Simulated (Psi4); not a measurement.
Cl₂Sn, charge -1, doublet, geometry from GFN2-xTB (such geometries of metal compounds can be far from the true shape) (a state made from the parent by changing its charge; the spin is typed, not shown lowest) (all electrons, no relativity) (a gas-phase anion, which may not be bound at this level), with bond 2-1 at 1.25 times its length; HF/3-21G run with Psi4 1.11.

The Psi4 input:
```
memory 2 GB

molecule {
-1 2
Sn    0.01076359   -0.01024665    0.63912643
Cl    1.53769186    1.95122478   -1.32998180
Cl   -1.26396382   -1.52879329   -0.94362347
}

set {
  basis 3-21g
  reference uhf
  scf_type pk
  stability_analysis follow
}

energy('scf')
print_variables()
```

### Question
Predict the main parts of the log of this Psi4 run.

### Answer

```
   => Loading Basis Set <=

    Name: 3-21G
    Role: ORBITAL
    Keyword: BASIS

         ---------------------------------------------------------
                                   SCF
               by Justin Turney, Rob Parrish, Andy Simmonett
                          and Daniel G. A. Smith
                              UHF Reference
         ---------------------------------------------------------

  ==> Geometry <==

    Molecular point group: cs
    Full point group: Cs

    Geometry (in Angstrom), charge = -1, multiplicity = 2:

       Center              X                  Y                   Z               Mass
    ------------   -----------------  -----------------  -----------------  -----------------
         SN           0.092653964996    -0.654434346710     0.000000000000   119.902201630000
         CL          -2.392662411774     1.315202635387     0.000000000000    34.968852682000
         CL           2.074967848164     0.928740559044     0.000000000000    34.968852682000

  Running in cs symmetry.

  Rotational constants: A =      0.12895  B =      0.04643  C =      0.03414 [cm^-1]
  Rotational constants: A =   3865.88788  B =   1392.02515  C =   1023.48843 [MHz]
  Nuclear repulsion =  353.245967345596569

  Charge       = -1
  Multiplicity = 2
  Electrons    = 85
  Nalpha       = 43
  Nbeta        = 42

  ==> Algorithm <==

  SCF Algorithm Type is PK.
  DIIS enabled.
  MOM disabled.
  Fractional occupation disabled.
  Guess Type is SAD.
  Energy threshold   = 1.00e-06
  Density threshold  = 1.00e-06
  Integral threshold = 1.00e-12

  ==> Primary Basis <==

  Basis Set: 3-21G
    Blend: 3-21G
    Number of shells: 27
    Number of basis functions: 59
    Number of Cartesian functions: 59
    Spherical Harmonics?: false
    Max angular momentum: 2

  ==> Integral Setup <==

  Using in-core PK algorithm.
   Calculation information:
      Number of atoms:                   3
      Number of AO shells:              27
      Number of primitives:             63
      Number of atomic orbitals:        59
      Number of basis functions:        59

      Integral cutoff                 1.00e-12
      Number of threads:                 1

  Performing in-core PK
  Using 3134670 doubles for integral storage.
  We computed 48048 shell quartets total.
  Whereas there are 71631 unique shell quartets.

  ==> DiskJK: Disk-Based J/K Matrices <==

    J tasked:                  Yes
    K tasked:                  Yes
[...]
  Energy and wave function converged.

    Wavefunction stable under totally symmetric rotations.
    Lowest totally symmetric eigenvalue: 0.081799
    Lowest UHF->UHF stability eigenvalues:
     App 0.045439        Ap 0.081799

    Stability analysis over.

  ==> Post-Iterations <==

   @Spin Contamination Metric:   5.430866331E-03
   @S^2 Expected:                7.500000000E-01
   @S^2 Observed:                7.554308663E-01
   @S   Expected:                5.000000000E-01
   @S   Observed:                5.000000000E-01

    Orbital Energies [Eh]
    ---------------------

    Alpha Occupied:

[...]
      12App   -0.113107

    Alpha Virtual:

[...]
      44Ap   210.978294

    Beta Occupied:

[...]
    Beta Virtual:

[...]
    Final Occupation by Irrep:
             Ap   App
    DOCC [    31,   11 ]
    SOCC [     0,    1 ]
    NA   [    31,   12 ]
    NB   [    31,   11 ]

  @UHF Final Energy: -6911.45518358123900

   => Energetics <=

    Nuclear Repulsion Energy =            353.2459673455965685
    One-Electron Energy =              -10260.0320905190819758
    Two-Electron Energy =                2995.3309395922469776
    Total Energy =                      -6911.4551835812389982

  UHF NO Occupations:
  HONO-2 :   30 Ap 1.9995417
  HONO-1 :   31 Ap 1.9978590
  HONO-0 :   12App 1.0000000
  LUNO+0 :   32 Ap 0.0021410
  LUNO+1 :   33 Ap 0.0004583
  LUNO+2 :   13App 0.0000738
  LUNO+3 :   34 Ap 0.0000358

Computation Completed

Properties will be evaluated at   0.000000,   0.000000,   0.000000 [a0]

Properties computed using the SCF density matrix

 Multipole Moments:

 ------------------------------------------------------------------------------------
     Multipole            Electronic (a.u.)      Nuclear  (a.u.)        Total (a.u.)
 ------------------------------------------------------------------------------------

 L = 1.  Multiply by 2.5417464519 to convert [e a0] to [Debye]
 Dipole X            :          2.7678909           -1.4515163            1.3163747
 Dipole Y            :        -12.9889135           10.2523632           -2.7365503
 Dipole Z            :          0.0000000            0.0000000            0.0000000
 Magnitude           :                                                    3.0367005

 ------------------------------------------------------------------------------------

  Variable Map:
  ----------------------------------------------------------------------------
[...]
[...]
```
